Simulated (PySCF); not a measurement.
PBE beside CCSD(T) along group 13: bonds to Cl

PBE and CCSD(T) in PySCF with def2-TZVPPD on every atom (core potentials on In), for the lowest determinant that a PBE0 search found; no spin–orbit coupling.

| molecule | state (unpaired electrons) | PBE Re (Å) | PBE ωe (cm⁻¹) | PBE De (eV) | CCSD(T) Re (Å) | CCSD(T) ωe (cm⁻¹) | CCSD(T) De (eV) |
| --- | --- | --- | --- | --- | --- | --- | --- |
| BCl | singlet (closed shell) | 1.732 | 807 | 5.52 | ? | ? | ? |
| AlCl | singlet (closed shell) | 2.165 | 455 | 5.25 | 2.150 | 478 | 5.10 |
| GaCl | singlet (closed shell) | 2.237 | 350 | 4.97 | 2.216 | 371 | 4.77 |
| InCl | singlet (closed shell) | 2.440 | 298 | 4.70 | 2.414 | 317 | 4.50 |

Problem. Estimate the CCSD(T) values of BCl by adding the mean shift from PBE to CCSD(T) of the other rows, and compare with the calculation.

Solution. The mean shifts are -2.1 pm, +21 cm⁻¹ and -0.18 eV, which give 1.711 Å, 828 cm⁻¹ and 5.34 eV. CCSD(T)/def2-TZVPPD gives Re = 1.726 Å, ωe = 836 cm⁻¹, De = 5.16 eV.

Problem. What are the mean differences of PBE from CCSD(T) over the whole series?

Solution. Re +1.7 pm, ωe -23 cm⁻¹, De +0.23 eV.

In a basis of this size CCSD(T) is itself not converged; it tends to give bonds that are too long and too weak.

Correlated steps freeze the inner cores (6 to 14 orbitals); shallow outer-core shells are correlated. These are scalar-relativistic numbers at best; spin–orbit coupling would shift them, the dissociation energy most. Where the molecule has an RHF reference, its open-shell atoms are computed with UHF.
